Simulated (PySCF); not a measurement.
Si(F)(H)2(nPr) (C3H9FSi), SMILES CCC[SiH2]F.

The structure is a stationary point at PBE-D3(BJ)/def2-SVP. One conformer was computed; it need not be the lowest.

Calculation: TDDFT-PBE/def2-SVPD (PySCF).

Vertical excitations. The molecule is in vacuum.

Problem. Estimate the UV-visible absorptions. (The exact figures need the calculation; the answer reports its results.)

Solution. 
| state | energy (eV) | λ (nm) | f | main pairs |
|---|---|---|---|---|
| S1 | 6.58 | 188 | 0.001 | HOMO→LUMO 99 % |
| S2 | 7.20 | 172 | 0.001 | HOMO→LUMO+1 95 % |
| S3 | 7.24 | 171 | 0.002 | HOMO−1→LUMO 96 % |
| S4 | 7.63 | 163 | 0.003 | HOMO−2→LUMO 98 % |
| S5 | 7.76 | 160 | 0.037 | HOMO→LUMO+2 91 % |
| S6 | 7.82 | 158 | 0.018 | HOMO−1→LUMO+1 96 % |
| S7 | 7.87 | 158 | 0.008 | HOMO−3→LUMO 95 % |
| S8 | 8.15 | 152 | 0.017 | HOMO→LUMO+3 92 % |
| S9 | 8.20 | 151 | 0.045 | HOMO→LUMO+4 92 % |
| S10 | 8.29 | 150 | 0.009 | HOMO−2→LUMO+1 77 %, HOMO−4→LUMO 19 % |
| T1 | 6.31 | 197 | 0 | HOMO→LUMO 99 % |
| T2 | 6.86 | 181 | 0 | HOMO−1→LUMO 98 % |
| T3 | 7.00 | 177 | 0 | HOMO→LUMO+1 99 % |
| T4 | 7.50 | 165 | 0 | HOMO−2→LUMO 77 %, HOMO→LUMO+2 19 % |
Triplets are in the Tamm–Dancoff approximation, which puts them higher than full response would, so one can lie above its singlet here.
